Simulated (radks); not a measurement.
Results of a calculation; reference values are marked as such.
Ru+, 43 electrons, occupied as [Kr] 4d5.5 5s1.5 (fractional occupations, a model configuration).

Code: a radial shooting solver on a logarithmic mesh with Libxc functionals. Model: Dirac Kohn-Sham, PBE, spin-unpolarised, spherical densities, finite nucleus; open shells are shared between the two j in proportion to 2j + 1; Fermi nuclear charge, rms radius 4.4809 fm.

Energy parts (Ry):
part                        energy
total                  -9062.03712
kinetic                 9430.02117
electron-nucleus      -21881.53362
Hartree                 3655.83013
exchange-correlation    -266.35480

Orbitals (lengths in bohr, moments of r in powers of bohr; <r^-3> diverges for s and p1/2; r(max) is where P^2 peaks; r(90%) holds 90 % of the orbital's charge):
| orbital | occ. | eigenvalue (Ry) | <r^-3> | r(90%) | <1/r> | r(max) | small-component weight |
|---|---|---|---|---|---|---|---|
| 1s1/2 | 2 | -1612.466 | - | 0.0599 | 45.88 | 0.02171 | 2.58e-02 |
| 2s1/2 | 2 | -232.6549 | - | 0.225 | 10.49 | 0.1230 | 5.34e-03 |
| 2p1/2 | 2 | -215.0518 | - | 0.202 | 10.47 | 0.09548 | 5.35e-03 |
| 2p3/2 | 4 | -205.4295 | 2801 | 0.209 | 9.920 | 0.09947 | 5.16e-03 |
| 3s1/2 | 2 | -41.79652 | - | 0.594 | 3.625 | 0.3618 | 1.46e-03 |
| 3p1/2 | 2 | -34.96782 | - | 0.598 | 3.527 | 0.3486 | 1.40e-03 |
| 3p3/2 | 4 | -33.33497 | 482.4 | 0.613 | 3.394 | 0.3581 | 1.35e-03 |
| 3d3/2 | 4 | -21.25126 | 72.05 | 0.608 | 3.216 | 0.2995 | 1.24e-03 |
| 3d5/2 | 6 | -20.93310 | 68.36 | 0.613 | 3.182 | 0.3023 | 1.22e-03 |
| 4s1/2 | 2 | -6.57927 | - | 1.47 | 1.357 | 0.9134 | 3.50e-04 |
| 4p1/2 | 2 | -4.53549 | - | 1.62 | 1.238 | 0.9636 | 3.00e-04 |
| 4p3/2 | 4 | -4.28225 | 74.90 | 1.67 | 1.198 | 0.9879 | 2.87e-04 |
| 4d3/2 | 2.2 | -1.26076 | 6.430 | 2.42 | 0.8802 | 1.179 | 1.66e-04 |
| 4d5/2 | 3.3 | -1.23318 | 6.043 | 2.45 | 0.8699 | 1.190 | 1.63e-04 |
| 5s1/2 | 1.5 | -0.91348 | - | 4.23 | 0.4456 | 2.490 | 4.88e-05 |

The highest occupied level is 5s1/2 at -12.428 eV. The electron density at the nucleus is 1.101e+05 e/bohr^3. Summed over all electrons, <r^2> = 44.03 bohr^2, which gives a Langevin (diamagnetic) susceptibility term of -34.9 x 10^-6 cm^3/mol.
